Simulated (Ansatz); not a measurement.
Gas-phase electronic energies from Ansatz, PBE0-D4/def2-TZVP geometries. CCSD(T)/CBS adds triple-zeta CCSD(T) − MP2 to the extrapolated MP2 energy (def2 sets, frozen cores). This one scheme is used for every species. DFT in def2-TZVPP. B3LYP here is the variant with VWN-RPA as its local correlation; programs differ in this. One conformer a species, not always the lowest.

Reaction (formal exchange of groups at the Si–F bond): `F[SiH](F)[AlH2]` + `CF` → `FC[SiH](F)[AlH2]` + H–F

```
             level  ΔE (kJ/mol)  difference from CCSD(T)/CBS
            B97M-V        170.6                          6.1
            B2PLYP        173.5                          9.0
            revPBE        156.4                         -8.1
             B3LYP        174.0                          9.5
  CCSD(T)/def2-SVP        164.4                         -0.1
    MP2/def2-TZVPP        167.7                          3.2
     HF/def2-QZVPP        195.2                         30.7
SCS-MP2/def2-QZVPP        173.3                          8.8
     MP2/CBS(def2)        166.5                          2.0
    CCSD/CBS(def2)        168.1                          3.6
       CCSD(T)/CBS        164.5                            0
```

Largest T1 diagnostic among the species: 0.012.

From BLYP to BHLYP (50 % exact exchange), in def2-TZVPP and without D4, ΔE moves by +9.6 kJ/mol. Leaving LDA and LC-ωPBE aside and taking each functional with its dispersion term where it has one, the values, not all of them listed here, spread over 27.9 kJ/mol, from revPBE-D4 to BHLYP-D4. LDA lies −5.0 kJ/mol from PBE without D4. In def2-TZVPP, CCSD(T) changes the Hartree–Fock value by −27.2 kJ/mol (the triples alone add −3.7 kJ/mol) and MP2 by −25.2 kJ/mol.
